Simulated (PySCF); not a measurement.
**Electron correlation in Gd⁺ (gadolinium, charge +1)**

[Xe] 4f7 5d1 6p1, one real determinant (an excited configuration). All numbers are calculated (PySCF 2.14, the spin-free X2C one-electron Hamiltonian (Gaussian nucleus), in x2c-TZVPPall (11s7p7d4f2g, 113 functions)). Frozen: [Ar] 3d10; 35 electrons correlated.

MP2 pair energies summed by pair of shells (mhartree):

```
 pair   energy  share (%)
4d-4f  -250.11       21.9
4d-4d  -159.32       13.9
4f-5p  -125.56       11.0
4f-4f  -120.30       10.5
5p-5p  -108.57        9.5
4d-5p   -85.17        7.4
4p-4d   -47.38        4.1
5s-5p   -31.81        2.8
4f-5s   -28.45        2.5
5p-5d   -27.06        2.4
4d-5s   -26.94        2.4
4p-4f   -25.68        2.2
4s-4d   -17.03        1.5
4p-4p   -12.35        1.1
4f-5d   -11.35        1.0
4s-4f   -10.75        0.9
5p-6p   -10.28        0.9
4p-5p    -9.87        0.9
4d-5d    -5.81        0.5
5s-5s    -5.80        0.5
4p-5s    -5.34        0.5
4s-4p    -4.98        0.4
5s-5d    -3.75        0.3
4f-6p    -2.74        0.2
5d-6p    -2.20        0.2
4s-4s    -1.49        0.1
4d-6p    -1.25        0.1
4s-5p    -1.06        0.1
4s-5s    -0.89        0.1
5s-6p    -0.50        0.0
```

Total MP2 correlation energy: -1144.5 mhartree.

Same-spin part -480.16 and opposite-spin part -664.35 mhartree; SCS-MP2 scales them by 1/3 and 6/5 to -957.28 mhartree.

The basis was made for the ground configuration and has no added diffuse functions, which can raise the energy of the promoted electron.

The reference is one real determinant that mixes LS terms of this configuration.

This basis was not built for core-valence correlation, so the inner-shell part is incomplete.
